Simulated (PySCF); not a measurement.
PySCF 2.14 output of an unrestricted PW91 calculation on a single atom or ion in x2c-TZVPPall with one added diffuse shell each of s, p, d, f type (7s6p5d3f1g, 80 functions), with the spin-free X2C one-electron Hamiltonian (Gaussian nucleus):

```
SCF conv_tol = 1e-09
number electrons alpha = 11  beta = 10
    J. P. Perdew. In P. Ziesche and H. Eschrig, editors, Proceedings of the 75. WE-Heraeus-Seminar and 21st Annual International Symposium on Electronic Structure of Solids, 11. Berlin, 1991. Akademie Verlag.
    J. P. Perdew, J. A. Chevary, S. H. Vosko, K. A. Jackson, M. R. Pederson, D. J. Singh, and C. Fiolhais.,  Phys. Rev. B 46, 6671 (1992)
    J. P. Perdew, J. A. Chevary, S. H. Vosko, K. A. Jackson, M. R. Pederson, D. J. Singh, and C. Fiolhais.,  Phys. Rev. B 48, 4978 (1993)
    J. P. Perdew. In P. Ziesche and H. Eschrig, editors, Proceedings of the 75. WE-Heraeus-Seminar and 21st Annual International Symposium on Electronic Structure of Solids, 11. Berlin, 1991. Akademie Verlag.
    J. P. Perdew, J. A. Chevary, S. H. Vosko, K. A. Jackson, M. R. Pederson, D. J. Singh, and C. Fiolhais.,  Phys. Rev. B 46, 6671 (1992)
    J. P. Perdew, J. A. Chevary, S. H. Vosko, K. A. Jackson, M. R. Pederson, D. J. Singh, and C. Fiolhais.,  Phys. Rev. B 48, 4978 (1993)
cycle= 1 E= -763.959669157583  delta_E= -0.00454  |g|= 0.0166  |ddm|= 0.868
cycle= 2 E= -763.959773089651  delta_E= -0.000104  |g|= 0.00889  |ddm|= 0.117
cycle= 3 E= -763.959800017528  delta_E= -2.69e-05  |g|= 0.000275  |ddm|= 0.0453
cycle= 4 E= -763.959800499658  delta_E= -4.82e-07  |g|= 7.85e-05  |ddm|= 0.021
cycle= 5 E= -763.959800553844  delta_E= -5.42e-08  |g|= 3.03e-06  |ddm|= 0.00943
cycle= 6 E= -763.959800553851  delta_E= -6.59e-12  |g|= 2.87e-08  |ddm|= 2.62e-05
converged SCF energy = -763.959800553851  <S^2> = 0.75003407  2S+1 = 2.0000341
```

The run itself started from symmetry-adapted Hartree-Fock orbitals and held the occupation by maximum overlap, on a logarithmic radial grid, so the iterations belong to that start.

**Question.** Which element, charge and spin multiplicity is this?

**Answer.** Sc (scandium, neutral), multiplicity 2; the state was [Ar] 4s2 5s1, 2S determinant (an excited configuration).

The outer electron is Rydberg-like, and this basis confines it to a smaller radius and binds it less than a complete one would.
